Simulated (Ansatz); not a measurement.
Reaction (formal exchange of groups at a Ga–S bond): `C[S][Ga]([Cl])[Cl]` + ethane → `C[CH2][Ga]([Cl])[Cl]` + CH₃SH

Calculated with Ansatz (gas phase, PBE0-D4/def2-TZVP geometries, no zero-point term in ΔE). CBS: MP2 limit from def2 TZ/QZ plus the TZ coupled-cluster correction, frozen cores. This one scheme is used for every species. DFT in def2-TZVPP. B3LYP here is the variant with VWN-RPA as its local correlation; programs differ in this. For Ga outer-core shells are correlated without core-valence functions, which leaves a few kJ/mol of doubt a bond. Scalar relativity is left out up to krypton. Each species was taken in one conformer, which may not be the lowest.

```csv
level,ΔE (kJ/mol),difference from CCSD(T)/CBS
r2SCAN-D4,96.8,7.0
B3LYP-D4,94.7,4.9
CAM-B3LYP-D4,91.4,1.6
r2SCANh,96.7,6.9
r2SCAN0,96.8,7.0
LC-ωPBE,88.8,-1.0
CCSD(T)/def2-SVP,98.2,8.4
MP2/def2-TZVPP,94.0,4.2
SCS-MP2/def2-QZVPP,91.8,2.0
MP2/CBS(def2),92.4,2.6
CCSD(T)/CBS,89.8,0
```

Question: What do rigid-rotor, harmonic-oscillator terms from PBE0-D4/def2-TZVP frequencies (298.15 K, 1 bar) make of the CCSD(T)/CBS value? (Estimate.)

Answer: The calculation gave: ΔZPE = -7.6 kJ/mol, ΔH = +81.9 kJ/mol, ΔS = 19 J/(mol·K), ΔG = +76.3 kJ/mol. Modes under 50 cm⁻¹ make the entropy rough.

Largest T1 diagnostic among the species: 0.011.

At CCSD(T), def2-SVP lies +8.4 kJ/mol from the extrapolated value and def2-TZVPP +1.6 kJ/mol. In def2-TZVPP, CCSD(T) changes the Hartree–Fock value by −7.8 kJ/mol (the triples alone add +0.9 kJ/mol) and MP2 by −5.2 kJ/mol. From BLYP to BHLYP (50 % exact exchange), in def2-TZVPP and without D4, ΔE moves by +4.6 kJ/mol.
